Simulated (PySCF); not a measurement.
Excitation energy of Zn²⁺ by level of theory

Zn²⁺ [Ar] 3d10 (1S) → Zn²⁺ [Ar] 3d9 4p1 (high-spin determinant), as a difference of total energies. Computed with PySCF 2.14 in x2c-TZVPPall with one added diffuse shell each of s, p, d, f type (7s6p5d3f1g, 80 functions), with the spin-free X2C one-electron Hamiltonian (Gaussian nucleus). Correlated levels: valence and next inner shell: [Ne] frozen. The calculations carry no spin-orbit coupling.

```json
{"method": "UHF", "excitation energy (eV)": "15.286"}
{"method": "MP2 (valence and next inner shell)", "excitation energy (eV)": "18.141"}
{"method": "SCS-MP2 (valence and next inner shell)", "excitation energy (eV)": "17.810"}
{"method": "CCSD (valence and next inner shell)", "excitation energy (eV)": "17.142"}
{"method": "CCSD(T) (valence and next inner shell)", "excitation energy (eV)": "17.203"}
```

Task: How much does correlation contribute at CCSD(T) (valence and next inner shell)?

Result: 17.203 − (15.286) = 1.917 eV, measured against UHF.

The determinant of the upper state mixes LS terms, which raises its energy above the lowest term, most at the Hartree-Fock and MP2 levels.
